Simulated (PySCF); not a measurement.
Isomers of C7H11NS.

All values: PBE0/pcSseg-1 (PySCF) at GFN2-xTB geometries, gas phase, one conformer each.

Problem. Rank by the highest IAO charge on any atom, lowest value first.
A. `[CH3:1][CH2:2][c:3]1[s:4][cH:5][cH:6][c:7]1[NH:8][CH3:9]` with C1–C2–C3–S4 -100°, C6–C7–N8–C9 -26°
B. `[CH2:1]=[CH:2][C:3](=[CH2:4])[CH2:5][NH:6][C:7]([CH3:8])=[S:9]` with C1–C2–C3–C4 174°, C2–C3–C5–N6 -66°, C3–C5–N6–C7 130°, C5–N6–C7–C8 -178°
C. `[S:1]=[C:2]=[N:3][CH:4]1[CH2:5][CH2:6][CH2:7][CH2:8][CH2:9]1` with C2–N3–C4–C5 62°, N3–C4–C5–C6 -69°, C4–C5–C6–C7 -57°, C5–C6–C7–C8 58°, C6–C7–C8–C9 -58°
D. `CC(c1nscc1)(C)C`

Solution. C (+0.155 e), B (+0.272 e), A (+0.311 e), D (+0.501 e).

Problem. Rank by HOMO energy, highest first.
A. `[CH3:1][CH2:2][c:3]1[s:4][cH:5][cH:6][c:7]1[NH:8][CH3:9]` with C1–C2–C3–S4 -100°, C6–C7–N8–C9 -26°
B. `[S:1]=[C:2]=[N:3][CH:4]1[CH2:5][CH2:6][CH2:7][CH2:8][CH2:9]1` with C2–N3–C4–C5 62°, N3–C4–C5–C6 -69°, C4–C5–C6–C7 -57°, C5–C6–C7–C8 58°, C6–C7–C8–C9 -58°
C. `CC(C)(C)c1ccsn1`
D. `[CH3:1][CH2:2][NH:3][CH2:4][c:5]1[cH:6][cH:7][cH:8][s:9]1` with C1–C2–N3–C4 -179°, C2–N3–C4–C5 -64°, N3–C4–C5–C6 101°
E. `[CH2:1]=[CH:2][C:3](=[CH2:4])[CH2:5][NH:6][C:7]([CH3:8])=[S:9]` with C1–C2–C3–C4 174°, C2–C3–C5–N6 -66°, C3–C5–N6–C7 130°, C5–N6–C7–C8 -178°

Solution. A (-5.44 eV), E (-5.99 eV), D (-6.38 eV), B (-6.99 eV), C (-7.31 eV).

Problem. Rank by the lowest IAO charge on any atom, highest value first.
A. `[CH3:1][CH2:2][c:3]1[s:4][cH:5][cH:6][c:7]1[NH:8][CH3:9]` with C1–C2–C3–S4 -100°, C6–C7–N8–C9 -26°
B. `[S:1]=[C:2]=[N:3][CH:4]1[CH2:5][CH2:6][CH2:7][CH2:8][CH2:9]1` with C2–N3–C4–C5 62°, N3–C4–C5–C6 -69°, C4–C5–C6–C7 -57°, C5–C6–C7–C8 58°, C6–C7–C8–C9 -58°
C. `CC(C)(C)C1=NSC=C1`
D. `[CH2:1]=[CH:2][C:3](=[CH2:4])[CH2:5][NH:6][C:7]([CH3:8])=[S:9]` with C1–C2–C3–C4 174°, C2–C3–C5–N6 -66°, C3–C5–N6–C7 130°, C5–N6–C7–C8 -178°

Solution. B (-0.262 e), A (-0.416 e), D (-0.443 e), C (-0.474 e).

All values together:

```tsv
SMILES	μ (D)	HOMO (eV)	LUMO (eV)	lowest IAO charge (e)	highest IAO charge (e)	lowest Hirshfeld charge (e)	highest Hirshfeld charge (e)
CC(C)(C)c1ccsn1	2.16	-7.31	-0.72	-0.474 (N)	+0.501 (S)	-0.182 (N)	+0.156 (S)
CCc1sccc1NC	1.89	-5.44	-0.02	-0.416 (C)	+0.311 (S)	-0.134 (N)	+0.117 (H)
C=CC(=C)CNC(C)=S	4.37	-5.99	-1.13	-0.443 (C)	+0.272 (H)	-0.214 (S)	+0.135 (H)
S=C=NC1CCCCC1	3.43	-6.99	-0.40	-0.262 (C)	+0.155 (H)	-0.128 (S)	+0.085 (C)
CCNCc1cccs1	1.08	-6.38	-0.43	-0.420 (C)	+0.304 (S)	-0.167 (N)	+0.097 (H)
```

Conformers: `[CH3:1][CH2:2][c:3]1[s:4][cH:5][cH:6][c:7]1[NH:8][CH3:9]` with C1–C2–C3–S4 -100°, C6–C7–N8–C9 -26°; `[CH2:1]=[CH:2][C:3](=[CH2:4])[CH2:5][NH:6][C:7]([CH3:8])=[S:9]` with C1–C2–C3–C4 174°, C2–C3–C5–N6 -66°, C3–C5–N6–C7 130°, C5–N6–C7–C8 -178°; `[S:1]=[C:2]=[N:3][CH:4]1[CH2:5][CH2:6][CH2:7][CH2:8][CH2:9]1` with C2–N3–C4–C5 62°, N3–C4–C5–C6 -69°, C4–C5–C6–C7 -57°, C5–C6–C7–C8 58°, C6–C7–C8–C9 -58°; `[CH3:1][CH2:2][NH:3][CH2:4][c:5]1[cH:6][cH:7][cH:8][s:9]1` with C1–C2–N3–C4 -179°, C2–N3–C4–C5 -64°, N3–C4–C5–C6 101°.
